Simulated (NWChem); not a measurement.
System: C2H6FMgN; SMILES C[N](C)[Mg][F]

Input file for NWChem:

```
start job
memory heap 200 mb stack 900 mb global 1100 mb
geometry units angstroms noautosym nocenter noautoz
  Mg     0.004491     1.228599    -0.314337
  F      0.011815     2.924190    -0.796612
  N     -0.003384    -0.595036     0.204196
  C     -1.196158    -1.370561     0.414381
  C      1.182376    -1.374893     0.436797
  H     -1.256403    -2.253940    -0.258585
  H     -1.272191    -1.766471     1.450884
  H     -2.110077    -0.776261     0.236381
  H      1.237059    -1.771559     1.474354
  H      1.252389    -2.258166    -0.235362
  H      2.101627    -0.783741     0.276729
end
basis spherical
  Mg library pcsseg-1
  F library pcsseg-1
  N library pcsseg-1
  C library pcsseg-1
  H library pcsseg-1
end
dft
  xc kt2
  iterations 150
end
property
  shielding 6 1 2 3 4 6 8
  efieldgrad
end
task dft property
```

All runs use the structure optimised with PBE0/def2-SVP.

GIAO values for the isolated, static molecule; σ is the absolute isotropic shielding, δ = σ(reference) − σ with the isolated reference molecule computed at the same levels (13C: tetramethylsilane, 19F: trichlorofluoromethane, 1H: tetramethylsilane, 15N: ammonia).

Atoms are numbered as in the input.

Predict the main results of this run. (KT2/pcSseg-1, GIAO.) Quantities: σ Mg1 (ppm); δ F2 (ppm); δ N3 (ppm); δ C4 (ppm); δ H6 (rotor mean) (ppm).


```json
{
  "σ Mg1 (ppm)": "512.9",
  "δ F2 (ppm)": "-270.7",
  "δ N3 (ppm)": "13.8",
  "δ C4 (ppm)": "48.6",
  "δ H6 (rotor mean) (ppm)": "2.79"
}
```
